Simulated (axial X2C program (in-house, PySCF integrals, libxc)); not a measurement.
Spin–orbit effects down a group: molecules with Ga (ions), CCSD

Calculated with an in-house relativistic program for diatomic molecules, spin-free (one-electron X2C) or two-component (2c: spin–orbit coupling with atomic mean-field Coulomb and Gaunt terms, which also bring small scalar terms), in Dyall basis sets with cores contracted in-house; open shells are unrestricted.

Basis sets: Ga dyall-acv3z, O dyall-av3z, S dyall-av3z, Se dyall-acv3z, Te dyall-acv3z. Frozen shells (counts by l): GaO⁻ Ga 3s2p1d, O 1s, 10 electrons correlated; GaS⁻ Ga 3s2p1d, S 2s1p, 10 electrons correlated; GaSe⁻ Se 3s2p1d, Ga 3s2p1d, 10 electrons correlated; GaTe⁻ Te 4s3p2d, Ga 3s2p1d, 10 electrons correlated. Coupled cluster in natural virtuals with an MP2 remainder. Where the outer core of a metal is frozen, bonds come out longer and ionisation energies lower.

```tsv
molecule	spin-free state	Re (Å)	ωe (cm⁻¹)	De (eV)	2c state	Re 2c (Å)	ωe 2c (cm⁻¹)	De 2c (eV)
GaO⁻	M_S = 0, Λ = 0	1.718	819.4	5.13	Ω = 0	1.719	819.4	5.08
GaS⁻	M_S = 0, Λ = 0	2.144	451.4	4.07	Ω = 0	2.145	451.1	4.00
GaSe⁻	M_S = 0, Λ = 0	2.273	318.0	3.73	Ω = 0	2.274	317.4	3.60
GaTe⁻	M_S = 0, Λ = 0	2.498	252.9	3.22	Ω = 0	2.501	251.3	2.99
```

Fragments in 2c: Ga + O-, Ga + S-, Se- + Ga, Te- + Ga. Each entry is the lowest single determinant of a limited PBE0 search at one distance. De goes to single-determinant-based atoms at the same level (for ions the charge split of lowest energy) and is withheld (n/a) where an atom does not fit its ground term or J level. Main or longest-lived isotopes. One determinant is a doubtful description, or other states lie close, for GaO⁻; these need not be ground states, and all values refer to the states named.
